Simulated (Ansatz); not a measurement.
System: cycloheptane, C7H14, net charge 0, singlet state. 
Structure (B3LYP-D3(BJ)/def2-TZVP (Ansatz, a quantum-chemistry and plane-wave program) minimum search):
```
C
H 1 1.0932
H 1 1.0954 2 105.99
C 1 1.5324 2 107.84 3 -118.07
H 4 1.0941 1 109.09 2 46.81
H 4 1.0960 5 106.02 1 115.97
C 4 1.5292 5 108.14 6 116.79
H 7 1.0941 4 108.14 5 -60.50
H 7 1.0960 8 106.02 4 -116.79
C 7 1.5324 8 109.09 9 -115.97
H 10 1.0932 7 107.84 8 46.81
H 10 1.0954 11 105.99 7 118.07
C 1 1.5338 2 108.59 3 118.60
H 13 1.0931 1 109.52 2 -32.25
H 13 1.0944 14 105.56 1 -115.89
C 10 1.5338 11 108.59 12 118.60
H 16 1.0931 10 109.52 11 -32.25
H 16 1.0944 17 105.56 10 -115.89
C 13 1.5357 14 107.82 15 -116.91
H 19 1.0940 13 107.93 14 75.17
H 19 1.0940 20 105.76 13 116.64
```
Charge 0, spin multiplicity 1.

Wanted: atomisation energy (electronic, to ground-state atoms); the coupled-cluster value holds the core correlation from cc-pwCVTZ, in kcal/mol. Cores are frozen in the correlated levels unless marked. Open shells are spin-unrestricted. Spin-orbit coupling is left out. No relativistic terms. CBS marks a two-point X^-3 extrapolation of the correlation energy; Hartree-Fock from the larger set. The bracket is a focal-point correction in the basis named.

Level to compare with: RI-MP2/CBS(aug-cc-pVTZ,aug-cc-pVQZ)+[CCSD(T)-MP2]/aug-cc-pVTZ plus the core term (Ansatz), 2059.4 kcal/mol. It is a level with limits of its own, and the differences hold the functionals' basis error too.

Rank these functionals by how close they come to RI-MP2/CBS(aug-cc-pVTZ,aug-cc-pVQZ)+[CCSD(T)-MP2]/aug-cc-pVTZ, closest first: PBE0/def2-TZVPD (Ansatz); LC-wPBE/def2-TZVPD (Ansatz); CAM-B3LYP/def2-TZVPD (Ansatz).

PBE0/def2-TZVPD (global hybrid, 2059.9 kcal/mol, difference 0.5), LC-wPBE/def2-TZVPD (range-separated hybrid, 2052.8 kcal/mol, difference -6.6), CAM-B3LYP/def2-TZVPD (range-separated hybrid, 2049.9 kcal/mol, difference -9.5)
